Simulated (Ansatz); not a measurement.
A trace of molecular dynamics of H₈NOPSi (12 atoms, charge 0, multiplicity 1).

Computed with RKS PBE0/STO-3G (Ansatz 0.2.0).

```yaml
ensemble: NVE (velocity Verlet)
starting_velocities_drawn_for: 100 K
seed: 2410
```

| time (fs) | T (K) | potential energy less start (eV) | conserved less start (meV/atom) |
| --- | --- | --- | --- |
| 0.0 | 100 | 0.000 | 0.00 |
| 4.0 | 72 | 0.036 | 0.02 |
| 8.0 | 58 | 0.054 | 0.03 |
| 12.0 | 93 | 0.010 | 0.02 |
| 16.0 | 153 | -0.068 | 0.04 |
| 20.0 | 233 | -0.171 | 0.04 |
| 24.0 | 312 | -0.273 | 0.05 |
| 28.0 | 374 | -0.353 | 0.05 |
| 32.0 | 436 | -0.434 | 0.05 |
| 36.0 | 506 | -0.524 | 0.05 |
| 40.0 | 597 | -0.641 | 0.04 |
| 44.0 | 677 | -0.745 | 0.03 |
| 48.0 | 700 | -0.776 | 0.03 |
| 52.0 | 748 | -0.838 | 0.02 |
| 56.0 | 862 | -0.984 | 0.01 |
| 60.0 | 1007 | -1.172 | 0.00 |
| 64.0 | 1106 | -1.301 | -0.02 |
| 68.0 | 1106 | -1.300 | -0.01 |
| 72.0 | 1064 | -1.246 | 0.00 |
| 76.0 | 1074 | -1.259 | 0.00 |
| 80.0 | 1106 | -1.300 | 0.00 |
| 84.0 | 1069 | -1.252 | 0.01 |
| 88.0 | 1033 | -1.206 | 0.02 |
| 92.0 | 1039 | -1.214 | 0.03 |
| 96.0 | 1095 | -1.286 | 0.03 |
| 100.0 | 1129 | -1.329 | 0.02 |

Task: Can this run be trusted? Judge the integration.

Result: The conserved energy stayed within 0.061 meV per atom of its start (net change 0.022 meV per atom), so the integration is sound. The system heated up, since it started high on the potential surface and ran downhill. A run of 0.1 ps of so small a system gives no equilibrium averages. The orbitals stay closed-shell, which can raise the energy where a bond breaks towards radicals; this wasn't checked here. Limits of this set-up: minimal basis. The time step was 0.5 fs.

The run took 7.2 min on 1 thread of Arm Neoverse V1, on a shared host, peak memory 0.098 GiB.
